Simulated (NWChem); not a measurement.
# C2HClF4; SMILES FC(C(F)(F)Cl)F

```xyz
8

F      1.4697     1.1384     0.2505
C      0.3371     0.9863    -0.4427
F     -0.4492     2.0509    -0.2332
C     -0.4057    -0.2618     0.0557
F     -0.6964    -0.1403     1.3446
F     -1.5439    -0.3797    -0.6258
Cl     0.5851    -1.7032    -0.2029
H      0.5604     0.8931    -1.5192
```
Atoms are numbered in this order, from 1.

Results from NWChem. Pople sets run with spherical d functions. All runs use the structure optimised with PBE0/def2-SVP. GIAO values for the isolated, static molecule; σ is the absolute isotropic shielding, δ = σ(reference) − σ with the isolated reference molecule computed at the same levels (13C: tetramethylsilane, 19F: trichlorofluoromethane, 1H: tetramethylsilane).

### Question
What does the run give for Hartree-Fock/6-31G*? Quantities: δ C2 (ppm); δ F3 (ppm); δ C4 (ppm); δ F5 (ppm); δ F6 (ppm); σ Cl7 (ppm); δ H8 (ppm).

### Answer
| Item | Value |
|---|---|
| δ C2 (ppm) | 98.5 |
| δ F3 (ppm) | -104.3 |
| δ C4 (ppm) | 111.7 |
| δ F5 (ppm) | -59.3 |
| δ F6 (ppm) | -53.8 |
| σ Cl7 (ppm) | 752.8 |
| δ H8 (ppm) | 5.49 |
